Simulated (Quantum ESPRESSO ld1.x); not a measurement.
Question: K XII, 8 electrons, occupied as [He] 2s2 2p4 (the NIST ground configuration). Method: scalar-relativistic Kohn-Sham, LDA (Slater exchange, Perdew-Zunger correlation), spin-polarised, spherical densities, point nucleus; open shells are filled with parallel spins first; computed with ld1.x of Quantum ESPRESSO 7.5. Some entries of the table are withheld. Estimate them.

| orbital | occ. | eigenvalue (Ry) | <1/r> (bohr^-1) | <r^2> (bohr^2) |
|---|---|---|---|---|
| 1s up | 1 | -286.154 | 18.69 | 0.008842 |
| 1s down | 1 | -285.658 | 18.71 | 0.008817 |
| 2s up | 1 | -49.3637 | 4.027 | 0.1585 |
| 2s down | 1 | -48.6051 | 3.996 | 0.1605 |
| 2p up | 3 | (1) | 3.948 | 0.1279 |
| 2p down | 1 | (2) | 3.921 | 0.1303 |

Answer: 
(1) 2p up eigenvalue (Ry): -44.8117
(2) 2p down eigenvalue (Ry): -43.9198
